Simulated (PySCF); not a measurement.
## How methods differ on the ionisation energy of Te+

Te+ [Kr] 4d10 5s2 5p3 (4S) → Te(2+) [Kr] 4d10 5s2 5p2 (3P), as a difference of total energies. Calculation: PySCF 2.14, in aug-cc-pwCVTZ-DK3 with one added diffuse shell each of s, p, d, f type (11s10p8d5f1g, 125 functions); the spin-free X2C one-electron Hamiltonian (Gaussian nucleus). Correlated levels: valence: [Kr] 4d10 frozen; valence and next inner shell: [Ar] 3d10 frozen. The calculations carry no spin-orbit coupling.

```tsv
method	ionisation energy (eV)
UHF	18.336
LDA	18.932
PBE	18.745
PBE0	18.847
r2SCAN	18.988
PBEsol	18.799
CAM-B3LYP	18.775
wB97M-V	18.678
MP2 (valence)	18.772
SCS-MP2 (valence)	18.647
MP2 (valence and next inner shell)	18.992
SCS-MP2 (valence and next inner shell)	18.803
```

How much does correlation contribute at MP2 (valence and next inner shell)?

18.992 − (18.336) = 0.656 eV, measured against UHF.

A first-order spin-orbit estimate (lowest level to lowest level, LS coupling) adds -0.613 eV.

Errors of the correlated levels include the incompleteness of this basis and the frozen core.

For comparison: 18.6 ± 0.4 eV (measured; NIST Atomic Spectra Database, ionization energies).
